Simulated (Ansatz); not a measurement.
Input file for Ansatz (a quantum-chemistry and plane-wave program): R-r2SCAN/def2-TZVPP on C2H5BO (SMILES C=CBO), a point of a torsion scan.

Ansatz 0.2 input:
```yaml
crystal:
  periodic: [false, false, false]
  atoms:
    - {symbol: C, position_ang: [-1.36520051, 0.44489651, -0.12298649]}
    - {symbol: C, position_ang: [-0.40801995, -0.23441251, 0.49963487]}
    - {symbol: B, position_ang: [0.88737431, -0.78023843, -0.20401414]}
    - {symbol: O, position_ang: [1.44191810, -0.17954909, -1.25570804]}
    - {symbol: H, position_ang: [-1.30309704, 0.68168343, -1.17615115]}
    - {symbol: H, position_ang: [-2.26417014, 0.78371315, 0.36932965]}
    - {symbol: H, position_ang: [-0.55652467, -0.45970913, 1.54975543]}
    - {symbol: H, position_ang: [1.43164701, -1.74794895, 0.17653300]}
    - {symbol: H, position_ang: [1.00085241, 0.61267453, -1.57003558]}
basis:
  gaussian:
    orbitals: def2-TZVPP
hamiltonian:
  xc: {name: r2SCAN}
scf: {lower_state_search: off}
```

Output:

```
WARN ansatz: RAYON_NUM_THREADS=1 ignored (pool sized by the plan → 1); use --threads N
Functional definition: r2SCAN
these checks for a lower state are left out or cut short: stability, starts, cluster_reference, orbital_swaps, neighbouring_geometries, increment
integrals: 0.08 GiB planned
975 factors; their error is unknown
mean field: 0.74 GiB planned
mean field evaluation 1: about -4868.6770 eV, gradient 6.9e1 eV
mean field evaluation 2: about -4858.3105 eV, gradient 9.9e1 eV
mean field evaluation 4: about -4878.4264 eV, gradient 5.9e0 eV
mean field evaluation 8: about -4878.5096 eV, gradient 2.8e-1 eV
mean field evaluation 16: about -4878.4904 eV, gradient 1.4e-4 eV
mean field -4878.49043456 eV, -179.2812167103 hartree, gradient 2.0e-6 eV, S^2 0.000000; 0 other end points of the search recorded, 0 dependent functions left out
reference -4878.49044618 eV, -179.2812171373 hartree; 15, 15 occupied and 179, 179 virtual orbitals, 975 factors
Total energy: -4878.49044618 eV, -179.2812171373 hartree
Checks for a lower state left out: stability, starts, cluster_reference, orbital_swaps, neighbouring_geometries, increment
```

The calculation finished and met its thresholds.

Cost: very roughly 4 core-seconds.
